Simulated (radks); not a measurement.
Q: The mean radii <r> (bohr) of the occupied orbitals of an atom or ion are listed with their occupations. All-electron calculation, scalar-relativistic Kohn-Sham, r2SCAN, spin-polarised, spherical densities, finite nucleus; meta-GGA in the generalised Kohn-Sham scheme; Fermi nuclear charge, rms radius of each element as measured or else 0.836 A^(1/3) + 0.57 fm. Program: a radial shooting solver on a logarithmic mesh with Libxc functionals.

orbital  occ.      <r>
1s          2  0.02442

Name the element and its charge. Open shells, if any, are filled with parallel spins first.

A: Z = 58, cerium, charge +56: Ce56+ in [He]. The 1s radius gives Z: for a bare nucleus <r> = (2 gamma + 1)/(2Z) with gamma = sqrt(1 - (Z/c)^2), 0.02424 bohr for Z = 58, and screening makes it slightly larger (0.02442 here). The occupations add up to 2, and the charge is Z minus that.
